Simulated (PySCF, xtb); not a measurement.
BFO, SMILES O=BF (connectivity only; charge and spin as stated), charge -1, multiplicity 2.

Harmonic wavenumbers (cm⁻¹) from xtb with GFN2-xTB at its own minimum, in rising order: 201, 489, 1631.

Task: What does PySCF with PBE-D3(BJ)/def2-TZVPD give at its own minimum? (An estimate is asked for; the answer gives what the named calculation found.)

Result: 446, 814, 1622. Paired by order, the mean absolute difference is 192 cm⁻¹ and the zero-point energies are 3.3 and 4.1 kcal/mol.
